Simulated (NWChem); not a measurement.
# C2H3Br; SMILES C=CBr

Results from NWChem. Pople sets run with spherical d functions. Geometry: optimised at B3LYP/6-31G* (spherical d). Total energies compare along this basis series because the functional is fixed.

```tsv
level	basis functions	energy (Ha)	highest occupied level (eV)	orbital gap (eV)	dipole (D)
TPSS/STO-3G	31	-2622.9945	-3.85	5.84	0.95
TPSS/3-21G	46	-2639.2228	-6.05	5.41	1.34
TPSS/6-31G*	66	-2651.7578	-6.17	5.36	1.63
TPSS/6-311G**	98	-2652.0503	-6.32	5.23	1.51
```
